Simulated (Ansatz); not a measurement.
Reaction (ligand exchange at the Al–N bond): `[NH2][Al]([OH])[OH]` + HBr → `[OH][Al]([OH])[Br]` + NH₃

Isolated molecules relaxed with PBE0-D4/def2-TZVP in Ansatz; ΔE leaves out vibrations. CBS: MP2 limit from def2 TZ/QZ plus the TZ coupled-cluster correction, frozen cores. This one scheme is used for every species. Functionals use def2-TZVPP. For Br outer-core shells are correlated without core-valence functions, which leaves a few kJ/mol of doubt a bond. Scalar relativity is left out up to krypton. Each species was taken in one conformer, which may not be the lowest.

Q: Is it downhill or uphill in electronic energy at CCSD(T)/CBS, and by how much? (An estimate is asked.)

A: The calculation gave: Downhill: ΔE = -75.9 kJ/mol.

Q: What do these levels give: BLYP-D4, PBE0-D4, CAM-B3LYP, RPA@PBE/def2-TZVPP, CCSD/def2-TZVPP, CCSD(T)/def2-TZVPP? (An estimate is asked.)

A: The calculation gave: BLYP-D4 -69.6, PBE0-D4 -79.7, CAM-B3LYP -68.4, RPA@PBE/def2-TZVPP -69.8, CCSD/def2-TZVPP -73.5, CCSD(T)/def2-TZVPP -73.9 kJ/mol.

Largest T1 diagnostic among the species: 0.011.

Leaving LDA and LC-ωPBE aside and taking each functional with its dispersion term where it has one, the values, not all of them listed here, spread over 11.5 kJ/mol, from PBE-QIDH to CAM-B3LYP-D4. LDA lies +7.6 kJ/mol from PBE without D4. In def2-TZVPP, CCSD(T) changes the Hartree–Fock value by +7.7 kJ/mol (the triples alone add −0.4 kJ/mol) and MP2 by +4.3 kJ/mol.
